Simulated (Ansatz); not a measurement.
Consider the formal exchange of groups at the Si–Si bond: `F[Si]([SiH3])(Cl)Cl` + `CSCF` → `CS[Si](F)(Cl)Cl` + `FC[SiH3]`.

Computed with Ansatz on PBE0-D4/def2-TZVP structures; ΔE is electronic, products minus reactants. CBS: MP2 limit from def2 TZ/QZ plus the TZ coupled-cluster correction, frozen cores. DFT in def2-TZVPP. One conformer a species, not always the lowest.

`F[Si]([SiH3])(Cl)Cl`:

Cartesian coordinates in Å:
```
F 0.572 1.103 1.887
Si -0.335 0.121 1.028
Si 0.463 -0.072 -1.154
Cl -2.228 0.877 1.056
Cl -0.332 -1.682 1.977
H -0.437 -0.997 -1.886
H 1.843 -0.618 -1.117
H 0.455 1.268 -1.792
```

`CSCF`:

Cartesian coordinates in Å:
```
C -0.290 1.258 0.474
S -0.023 -0.400 1.119
C 0.335 -1.262 -0.394
F -0.774 -1.433 -1.198
H 0.610 1.639 -0.012
H -1.129 1.272 -0.222
H -0.528 1.895 1.326
H 0.716 -2.247 -0.114
H 1.083 -0.720 -0.978
```

`CS[Si](F)(Cl)Cl`:

Cartesian coordinates in Å:
```
C 0.740 0.687 -1.204
S 0.159 1.257 0.424
Si -0.716 -0.512 1.107
F -1.915 -0.969 0.177
Cl -1.437 -0.178 2.967
Cl 0.576 -2.082 1.116
H 1.460 -0.122 -1.096
H -0.095 0.374 -1.829
H 1.229 1.545 -1.663
```

`FC[SiH3]`:

Cartesian coordinates in Å:
```
F 0.656 1.030 1.501
C -0.275 0.180 0.915
Si 0.215 -0.204 -0.875
H -1.257 0.664 0.961
H -0.328 -0.735 1.515
H -0.816 -1.113 -1.444
H 1.540 -0.871 -0.907
H 0.266 1.050 -1.668
```

```
             level  ΔE (kcal/mol)  difference from CCSD(T)/CBS
           PBE0-D4          -15.4                          1.9
        r2SCANh-D4          -16.7                          0.6
        r2SCAN0-D4          -17.0                          0.3
          BHLYP-D4          -17.8                         -0.5
           ωB97X-V          -16.3                          1.0
            B2PLYP          -16.8                          0.5
               PBE          -13.3                          4.0
              BLYP          -14.2                          3.1
           r2SCANh          -16.5                          0.8
           r2SCAN0          -16.8                          0.5
     CCSD/def2-SVP          -17.2                          0.1
  CCSD(T)/def2-SVP          -16.9                          0.4
    MP2/def2-TZVPP          -18.9                         -1.6
CCSD(T)/def2-TZVPP          -17.0                          0.3
SCS-MP2/def2-QZVPP          -18.5                         -1.2
    CCSD/CBS(def2)          -17.4                         -0.1
       CCSD(T)/CBS          -17.3                            0
```

Largest T1 diagnostic among the species: 0.011.

Leaving LDA and LC-ωPBE aside and taking each functional with its dispersion term where it has one, the values, not all of them listed here, spread over 4.0 kcal/mol, from ωB97M-V to PBE-D4. From BLYP to BHLYP (50 % exact exchange), in def2-TZVPP and without D4, ΔE moves by −2.7 kcal/mol.
